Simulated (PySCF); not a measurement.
Species: C7H13F.
Geometry (PBE0-D3(BJ)/def2-SVP, Å), atoms numbered from 1 in this order:
```
atom  x, y, z in Å
C1     2.4921   -1.7271   -0.5288
C2     1.5024   -1.0256   -1.0757
F3     0.7601   -1.5754   -2.0503
C4     1.0624    0.3584   -0.7516
C5    -0.3831    0.4492   -0.2390
C6    -0.8308    1.9051   -0.1985
C7    -0.5316   -0.2491    1.1140
C8    -1.9636   -0.3862    1.6062
H9     2.7120   -2.7404   -0.8698
H10    3.0941   -1.2891    0.2670
H11    1.7550    0.7914   -0.0123
H12    1.1531    0.9645   -1.6705
H13   -1.0176   -0.0866   -0.9685
H14   -0.7410    2.3783   -1.1886
H15   -0.2137    2.4865    0.5073
H16   -1.8793    2.0017    0.1184
H17    0.0710    0.2993    1.8620
H18   -0.0773   -1.2519    1.0443
H19   -2.4426    0.5907    1.7735
H20   -2.5819   -0.9377    0.8794
H21   -2.0047   -0.9353    2.5590
```

Level: PBE0/pcSseg-1 in PySCF, non-relativistic, on one gas-phase PBE0-D3(BJ)/def2-SVP geometry that isn't relaxed in the solvent. The solvent is an IEF-PCM continuum (van der Waals radii × 1.2). Only the electrostatic response of the medium enters.

```tsv
run	E − E(gas) (kcal/mol)	HOMO (eV)	HOMO–LUMO gap (eV)	dipole (D)
gas	0.00	-7.25	7.73	1.42
P	-2.47	-7.26	7.76	1.86
Q	-0.97	-7.23	7.74	1.57
```

Q: The runs were made in cyclohexane and water. Which run belongs to which solvent?

A: P = water, Q = cyclohexane. The dielectric constants are 2.017 (cyclohexane), 78.36 (water), and the energy falls further as ε rises. In this model the ground state sees the solvent through ε alone.

Q: How constant is the ratio of the lowering to (ε − 1)/(2ε + 1)?

A: 
```json
{"solvent": "cyclohexane", "(ε − 1)/(2ε + 1)": "0.202", "E − E(gas) (kcal/mol)": "-0.97", "ratio (kcal/mol)": "-4.8", "polarisation term (kcal/mol)": "-1.01"}
{"solvent": "water", "(ε − 1)/(2ε + 1)": "0.490", "E − E(gas) (kcal/mol)": "-2.47", "ratio (kcal/mol)": "-5.0", "polarisation term (kcal/mol)": "-2.75"}
```

The ratio changes by +4.8 % in size from cyclohexane to water. The polarisation term is half the interaction of the solute with the induced surface charges.
